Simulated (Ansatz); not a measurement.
Gas-phase reaction in SMILES: CB(C)C(C)(C)C + 6 [H][H] (H2) -> B (BH3) + 6 C (CH4)
Structures are relaxed separately at B3LYP-D3(BJ)/def2-TZVP in Ansatz (a quantum-chemistry and plane-wave program), one conformer each, not searched for the lowest.

Property: energy of full hydrogenation (electronic energy difference), in eV. Valence correlation only, unless marked. No spin-orbit coupling. Non-relativistic. Basis-set limits of correlation are two-point, X^-3; Hartree-Fock from the larger set. The bracket is a focal-point correction in the basis named.

```tsv
level	program	energy of full hydrogenation (eV)
revPBE-D3(BJ)/def2-TZVPD	Ansatz + dftd3	-2.42
B3LYP-D3(BJ)/def2-TZVPD	Ansatz + dftd3	-2.89
wB97X-V/def2-TZVPD	Ansatz	-2.78
B2PLYP-D3(BJ)/def2-TZVPD	Ansatz + dftd3	-2.81
```

Problem. Predict the RI-MP2/CBS(cc-pVTZ,cc-pVQZ)+[CCSD(T)-MP2]/cc-pVTZ result (Ansatz).

Solution. -2.72 eV, so B2PLYP-D3(BJ)/def2-TZVPD differs from it by -0.09 eV.
